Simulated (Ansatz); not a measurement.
`NC[SiH](N)N`, relaxed with RKS PBE-D4/def2-SVP in Ansatz 0.2.0 from a rough embedded geometry. The force threshold is 0.03 eV/Å; the program also tests the step.

The species carries charge 0 and has multiplicity 1.

Start:

```xyz
14

N    -1.670   -1.090    0.304
C    -0.240   -1.408    0.022
Si    0.834    0.147   -0.204
N     0.093    1.194   -1.292
N     0.802    1.157    1.105
H    -1.973   -0.428   -0.355
H    -1.653   -0.553    1.206
H     0.199   -2.060    0.794
H    -0.243   -2.048   -0.872
H     2.202   -0.129   -0.658
H     0.552    2.112   -1.084
H     0.243    0.955   -2.209
H     1.003    0.645    2.007
H    -0.150    1.505    1.235
```

| step | energy (eV) | largest force (eV/Å) | largest move (Å) |
| --- | --- | --- | --- |
| 1 | -13514.2012 | 3.724 | 0.000 |
| 2 | -13514.8285 | 1.576 | 0.143 |
| 3 | -13514.9383 | 0.737 | 0.200 |
| 4 | -13514.9851 | 0.267 | 0.123 |
| 5 | -13514.9996 | 0.279 | 0.200 |
| 6 | -13515.0116 | 0.166 | 0.090 |
| 7 | -13515.0144 | 0.139 | 0.200 |
| 8 | -13515.0185 | 0.129 | 0.111 |
| 9 (rejected) | -13515.0183 | 0.206 | 0.009 |
| 10 | -13515.0195 | 0.022 | 0.004 |

End:

```xyz
14

N    -1.681   -1.088    0.224
C    -0.269   -1.393   -0.093
Si    0.838    0.158   -0.125
N     0.118    1.154   -1.375
N     0.779    1.160    1.305
H    -1.984   -0.310   -0.383
H    -1.723   -0.693    1.175
H     0.119   -2.129    0.645
H    -0.223   -1.927   -1.071
H     2.302   -0.214   -0.260
H     0.476    2.109   -1.469
H    -0.023    0.745   -2.303
H     1.399    0.940    2.087
H    -0.129    1.490    1.642
```

Run time 15 s (4 threads of an Arm Neoverse V1 on a shared host); peak host memory 0.17 GiB.
